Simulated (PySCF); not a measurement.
C3H4BF3, SMILES C/C(F)=C\B(F)F.

Geometry: PBE-D3(BJ)/def2-SVP. The structure was generated by enumeration; whether it is a known compound was not checked. One conformer was computed; it need not be the lowest.

Two levels are set side by side: TDDFT-PBE/def2-SVPD (PySCF) and TDDFT-CAM-B3LYP/def2-SVPD (PySCF). Vertical, same geometry. The lowest singlet is HOMO→LUMO 96 % with PBE and HOMO→LUMO 98 % with the other functional; states are paired by order. Differences are taken from unrounded values.

```json
[
 {"quantity": "lowest singlet excitation (eV)", "TDDFT-CAM-B3LYP": "6.25", "TDDFT-PBE": "5.92", "TDDFT-PBE minus TDDFT-CAM-B3LYP": "-0.33"},
 {"quantity": "lowest triplet excitation (TDA) (eV)", "TDDFT-CAM-B3LYP": "3.76", "TDDFT-PBE": "3.80", "TDDFT-PBE minus TDDFT-CAM-B3LYP": "0.04"},
 {"quantity": "first bright state (f over 0.05) (eV)", "TDDFT-CAM-B3LYP": "6.25", "TDDFT-PBE": "5.92", "TDDFT-PBE minus TDDFT-CAM-B3LYP": "-0.33"},
 {"quantity": "its oscillator strength", "TDDFT-CAM-B3LYP": "0.42", "TDDFT-PBE": "0.38", "TDDFT-PBE minus TDDFT-CAM-B3LYP": "-0.05"}
]
```

Functionals without exact exchange tend to place singlet excitations lower, as here. Differences between two approximate levels are no errors against the true value.

Rough cost on one machine, each run with all the roots and properties that it gave: TDDFT-CAM-B3LYP against TDDFT-PBE about 6 times.
